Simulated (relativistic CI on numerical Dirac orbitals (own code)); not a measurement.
Ligand-field terms of d5

Computed with a parametric ligand-field model of a d^n configuration (Racah B and C, spin-orbit zeta, crystal field), exact diagonalisation.

Field parameters in Wybourne normalisation: Oh B⁴₀ = 21Dq, B⁴₄ = √(5/14) B⁴₀; Td as Oh with Dq negative (B⁴₀ = 21Dq, B⁴₄ = √(5/14) B⁴₀). The field is a parameter set, without covalency.

Question: A d5 ion in Oh symmetry has the ground term 2T2 and bands at 6A1 374 cm⁻¹, 4T1 7214 cm⁻¹ (1386 nm), 4T2 13122 cm⁻¹ (762 nm), 2A2 21526 cm⁻¹ (465 nm), 2T1 21786 cm⁻¹ (459 nm), 2T2 23840 cm⁻¹ (419 nm), 2E 25971 cm⁻¹ (385 nm). Which parameters reproduce them?

Answer: B = 830, C = 4200, ζ = 0 cm⁻¹, Oh, 10Dq = 26050 cm⁻¹.

Question: Ground term and bands for B = 480, C = 1820, ζ = 0 cm⁻¹, Oh, 10Dq = 30450 cm⁻¹?

Answer: Ground term 2T2 with 0.02 electrons in the two orbitals of the cubic e set. Spin-allowed: 2A2 27840 cm⁻¹ (359 nm), 2T1 28016 cm⁻¹ (357 nm), 2T2 29434 cm⁻¹ (340 nm), 2E 30425 cm⁻¹ (329 nm). Lowest spin-forbidden: 4T1 21397 cm⁻¹ (467 nm), 4T2 25110 cm⁻¹ (398 nm), 6A1 36287 cm⁻¹ (276 nm).

Question: Ground term and bands for B = 800, C = 3220, ζ = 0 cm⁻¹, Td, 10Dq = -8100 cm⁻¹?

Answer: Ground term 6A1 with 2.00 electrons in the two orbitals of the cubic e set. Spin-allowed: none. Lowest spin-forbidden: 4T1 18214 cm⁻¹ (549 nm), 4T2 21985 cm⁻¹ (455 nm), 2T2 24098 cm⁻¹ (415 nm). A high-spin d5 ion has no spin-allowed d-d band, hence its pale colour.

Question: Ground term and bands for B = 640, C = 3100, ζ = 0 cm⁻¹, Oh, 10Dq = 33200 cm⁻¹?

Answer: Ground term 2T2 with 0.03 electrons in the two orbitals of the cubic e set. Spin-allowed: 2A2 29371 cm⁻¹ (340 nm), 2T1 29585 cm⁻¹ (338 nm), 2T2 31402 cm⁻¹ (318 nm), 2E 32990 cm⁻¹ (303 nm). Lowest spin-forbidden: 4T1 18747 cm⁻¹ (533 nm), 4T2 23586 cm⁻¹ (424 nm), 6A1 27249 cm⁻¹ (367 nm).

Question: Ground term and bands for B = 690, C = 3260, ζ = 0 cm⁻¹, Oh, 10Dq = 21750 cm⁻¹?

Answer: Ground term 2T2 with 0.06 electrons in the two orbitals of the cubic e set. Spin-allowed: 2A2 18126 cm⁻¹ (552 nm), 2T1 18352 cm⁻¹ (545 nm), 2T2 20056 cm⁻¹ (499 nm), 2E 21762 cm⁻¹ (460 nm). Lowest spin-forbidden: 6A1 2691 cm⁻¹, 4T1 6926 cm⁻¹ (1444 nm), 4T2 11877 cm⁻¹ (842 nm).
